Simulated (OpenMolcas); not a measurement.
Fe4+, Ru4+, Os4+: d4 down the group

```json
{"Program": "OpenMolcas", "Method": "CASSCF", "Basis": "ANO-RCC-VQZP", "Scalar Hamiltonian": "DKH2, point nucleus", "Spin-orbit coupling": "state interaction with AMFI integrals over the reference wave functions, term energies averaged over their components"}
```

Active space for each ion: 4 electrons in 5 orbitals (d).

Computed levels in cm-1 above 5D0:

| Level | Fe4+ | Ru4+ | Os4+ |
| --- | --- | --- | --- |
| 5D1 | 144 | 443 | 3573 |
| 5D2 | 425 | 1217 | 7115 |
| 5D3 | 831 | 2215 | 10177 |
| 5D4 | 1345 | 3367 | 12622 |
| 3H4 | 27336 | 20404 | 22139 |
| 3H5 | 27639 | 21426 | 27241 |
| 3H6 | 27975 | 22316 | 29577 |
| 3P0(1) | 29277 | 20352 | 20625 |
| 3P1(1) | 30130 | 22698 | 27990 |
| weight of 5D in the lowest level (%) | 100 | 98 | 73 |

Mixed levels, with the weight of the term that names them: Os4+ 5D0 (73 %), Os4+ 3H4 (61 %), Os4+ 3P0(1) (61 %).

Measured, with the error of the calculation in %. Measured levels: Fe4+ from Corliss and Sugar, J. Phys. Chem. Ref. Data 11, 135 (1982); Os4+ from the list in Palmeri et al., Atoms 14, 22 (2026).

| Level | Fe4+ | Os4+ |
| --- | --- | --- |
| 5D1 | 142 (+1.6) | 4311 (-17.1) |
| 5D2 | 417 (+2.0) | 8083 (-12.0) |
| 5D3 | 803 (+3.4) | 11018 (-7.6) |
| 5D4 | 1283 (+4.9) | 12966 (-2.7) |
| 3H4 | 24932 (+9.6) | 20374 (+8.7) |
| 3H5 | 25226 (+9.6) | 25344 (+7.5) |
| 3H6 | 25528 (+9.6) | 27669 (+6.9) |
| 3P0(1) | 24055 (+21.7) |  |
| 3P1(1) | 24973 (+20.7) | 24680 (+13.4) |

The fine-structure level 5D4 changes by a factor of 9.38 from Fe4+ to Os4+.

Without spin-orbit coupling 3H lies 26895, 19567, 18070 cm-1 above 5D in that order; the difference to the level 3H4, of either sign, comes from spin-orbit coupling, which also lowers the zero.

Without dynamic correlation excited terms often stand tens of per cent too high (terms of higher spin than the ground term too low), and those without a measured partner can miss by more than the paired ones. Measured partners are found by configuration, term and J. A level has none where our copy of the source lacks it or the pairing is in doubt (some pairs that miss far off the trend of their configuration count as doubtful), and it then counts in no deviation. Only configurations of the active space appear.

A number in round brackets counts repeated terms of one configuration in the order of the reference energies.
